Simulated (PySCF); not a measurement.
# Ni+: excitation energy

Ni+ [Ar] 3d9 (2D) → Ni+ [Ar] 3d8 4s1 (4F), as a difference of total energies. All numbers are calculated (PySCF 2.14, no relativity, point nucleus, in def2-TZVPPD (6s6p4d2f1g, 67 functions)). Correlated levels: valence: [Ar] frozen. The calculations carry no spin-orbit coupling.

```csv
method,excitation energy (eV),difference from reference (eV)
UHF,-0.687,-1.772
MP2 (valence),1.753,+0.668
SCS-MP2 (valence),1.632,+0.547
CCSD (valence),1.046,-0.039
CCSD(T) (valence),1.170,+0.085
```

Reference: 1.085 eV (measured; NIST levels, between the centres of gravity of the two terms).

These non-relativistic numbers lack the scalar-relativistic shift.

Errors of the correlated levels include the incompleteness of this basis and the frozen core.
